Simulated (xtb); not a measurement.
C₂H₂F₃O (SMILES O[CH]C(F)(F)F), doublet, from a rough starting geometry; GFN2-xTB in xtb.

xtb was given this input:
```
$ xtb mol.xyz --gfn 2 --uhf 1 --opt vtight --json

# file mol.xyz
8

O     -1.62407457    -0.35830323     0.24555642
C     -0.45625739    -0.46087207    -0.41940480
C      0.75170204     0.19142112    -0.01826388
F      0.58510811     0.70276540     1.26770851
F      1.78896686    -0.55717294     0.01038392
F      1.09627186     1.26920512    -0.80586677
H     -1.49220783     0.07648938     1.13842864
H     -0.61806668    -0.85885355    -1.47486617
```

Task: Write the output that xtb gives for this input, abridged.

Result: 
```
   ID    Z sym.   atoms
    1    8 O      1
    2    6 C      2, 3
    3    9 F      4-6
    4    1 H      7, 8

           -------------------------------------------------
          |                Calculation Setup                |
           -------------------------------------------------

           -------------------------------------------------
          |                 G F N 2 - x T B                 |
           -------------------------------------------------

          ...................................................
          :                      SETUP                      :
          :.................................................:
          :  # basis functions                  26          :
          :  # atomic orbitals                  26          :
          :  # shells                           14          :
          :  # electrons                        37          :
          :  max. iterations                   250          :
          :  Hamiltonian                  GFN2-xTB          :
          :  restarted?                      false          :
          :  GBSA solvation                  false          :
          :  PC potential                    false          :
          :  electronic temp.          300.0000000     K    :
          :  accuracy                    1.0000000          :
          :  -> integral cutoff          0.2500000E+02      :
          :  -> integral neglect         0.1000000E-07      :
          :  -> SCF convergence          0.1000000E-05 Eh   :
          :  -> wf. convergence          0.1000000E-03 e    :
          :  Broyden damping             0.4000000          :
          :  net charge                          0          :
          :  unpaired electrons                  1          :
          ...................................................

 iter      E             dE          RMSdq      gap      omega  full diag
   1    -23.5267255 -0.235267E+02  0.493E+00    9.08       0.0  T
   2    -23.5739361 -0.472106E-01  0.270E+00    8.07       1.0  T
   3    -23.5756390 -0.170284E-02  0.134E+00    8.29       1.0  T
   4    -23.5762902 -0.651267E-03  0.119E-01    8.13       1.0  T
   5    -23.5762987 -0.842159E-05  0.322E-02    8.14       1.1  T
   6    -23.5762993 -0.637158E-06  0.142E-02    8.14       2.5  T
   7    -23.5762994 -0.890199E-07  0.483E-03    8.13       7.3  T
   8    -23.5762994 -0.261127E-07  0.133E-03    8.13      26.6  T
[...]
 * total energy  :   -23.4835270 Eh     change       -0.1542944E-10 Eh
 * total energy  :   -23.4896890 Eh     change       -0.6161997E-02 Eh
 * total energy  :   -23.4913705 Eh     change       -0.1681501E-02 Eh
 * total energy  :   -23.4916349 Eh     change       -0.2644343E-03 Eh
 * total energy  :   -23.4917157 Eh     change       -0.8074819E-04 Eh
 * total energy  :   -23.4917299 Eh     change       -0.1421625E-04 Eh
 * total energy  :   -23.4917363 Eh     change       -0.6461317E-05 Eh
 * total energy  :   -23.4917389 Eh     change       -0.2542378E-05 Eh
 * total energy  :   -23.4917421 Eh     change       -0.3182866E-05 Eh
 * total energy  :   -23.4917428 Eh     change       -0.7544848E-06 Eh
 * total energy  :   -23.4917430 Eh     change       -0.1918515E-06 Eh
 * total energy  :   -23.4917430 Eh     change       -0.1430593E-07 Eh
   *** GEOMETRY OPTIMIZATION CONVERGED AFTER 12 ITERATIONS ***
         :: total energy             -23.491743025758 Eh    ::
[...]

     #   Z          covCN         q      C6AA      α(0)
     1   8 O        1.658    -0.304    19.078     5.896
     2   6 C        2.764     0.010    27.771     8.630
     3   6 C        3.329     0.476    17.508     6.641
     4   9 F        0.791    -0.207    11.306     3.972
     5   9 F        0.791    -0.201    11.246     3.961
     6   9 F        0.790    -0.209    11.332     3.976
     7   1 H        0.804     0.336     0.622     1.239
     8   1 H        0.926     0.099     1.797     2.096

 Mol. C6AA /au·bohr⁶  :        667.227811
 Mol. C8AA /au·bohr⁸  :      14081.150844
 Mol. α(0) /au        :         36.412474

Wiberg/Mayer (AO) data.
largest (>0.10) Wiberg bond orders for each atom

 ---------------------------------------------------------------------------
     #   Z sym  total        # sym  WBO       # sym  WBO       # sym  WBO
 ---------------------------------------------------------------------------
     1   8 O    2.230 --     2 C    1.318     7 H    0.864
     2   6 C    3.382 --     1 O    1.318     3 C    1.007     8 H    0.959
     3   6 C    3.842 --     2 C    1.007     4 F    0.944     5 F    0.942
                             6 F    0.923
     4   9 F    1.074 --     3 C    0.944
     5   9 F    1.078 --     3 C    0.942
     6   9 F    1.068 --     3 C    0.923
     7   1 H    0.887 --     1 O    0.864
     8   1 H    0.990 --     2 C    0.959
 ---------------------------------------------------------------------------

Topologies differ in total number of bonds
Writing topology from bond orders to xtbtopo.mol

molecular dipole:
                 x           y           z       tot (Debye)
 q only:       -0.821      -0.267       0.099
   full:       -0.776      -0.189       0.192       2.088
molecular quadrupole (traceless):
                xx          xy          yy          xz          yz          zz
 q only:       -2.163      -1.419      -0.475      -1.727       1.171       2.638
  q+dip:       -3.267      -1.403      -0.450      -1.323       1.879       3.717
   full:       -3.340      -1.733      -0.373      -1.676       1.620       3.713

optimized geometry written to: xtbopt.xyz

           -------------------------------------------------
          | TOTAL ENERGY              -23.491743025758 Eh   |
          | GRADIENT NORM               0.000047200751 Eh/α |
          | HOMO-LUMO GAP               9.349060622737 eV   |
           -------------------------------------------------

normal termination of xtb
```
